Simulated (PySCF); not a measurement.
Unknown compound

An unknown has the formula C$_{2}$H$_{6}$B$_{2}$F$_{2}$. Its calculated NMR data are:

$^{1}$H NMR (400 MHz, computed): δ 7.61 (br, 2H), 1.89 (ttt, J = 8.1, 1.5, 1.2 Hz, 2H), 1.46 (tt, J = 8.1, 3.4 Hz, 2H).

$^{13}$C{$^{1}$H} NMR (computed): δ 30.6 (t, J = 3.7 Hz), 13.2 (t, J = 27.6 Hz).

- shieldings: GIAO KT2/pcSseg-2
- coordinates at the PBE0-D3(BJ)/def2-SVP level
- spin–spin couplings from B3LYP/pcJ-1 (spin–dipole term only in couplings to heteroatoms)
- run in PySCF 2.14
- averaged over atoms made equivalent by symmetry, fast rotation or ring inversion, one computed conformer, gas phase, no relativistic terms

Chemical shifts δ = σref − σ; $^{1}$H, $^{13}$C against TMS, all at this level.

Question: Deduce the structure.

Answer: 
- 2 carbon signals for 2 carbons: no two carbons are equivalent.
- Carbon types of the structure: 2 × CH2, leaving 2 H on heteroatoms.
- δC 30.6, 13.2: sp3 CH2 bonded to B.
- δH 7.61: hydrogen on a boron bonded to C.
- δH 1.89, 1.46: hydrogen on an sp3 CH2 bonded to B.
- The protons at 1.89 and 1.46 share a coupling of 8.1 Hz (vicinal).

The compound is SMILES BCCB(F)F.

The shifts were computed for this structure.

Hydrogens on boron are broadened and split by $^{11}$B (spin 3/2, 80 %) and 10B (spin 3). A carbon bonded to boron is broadened by the quadrupolar boron nucleus and is often missing from a measured spectrum. Splittings below 1 Hz are ignored in the labels, and close J values are merged. Unscaled 3J(H,H) at this level run about 10 % above measured values. Shifts are as computed. Against solution values, carbons near 30 ppm lie about +3 ppm off and those near 130 ppm about -1 ppm. Of 1313 compounds with measured shifts, 239 miss one by over three times the rms of a fit or turn the order of signals round; such compounds aren't used in these exercises. Vicinal H,H couplings across rotating CH2–CH2 and CH–CH2 bonds are estimated from the computed gauche and anti values for equal rotamer populations, (2 J gauche + J anti)/3. 3J across rotatable bonds or in flexible rings reflects this conformer alone.
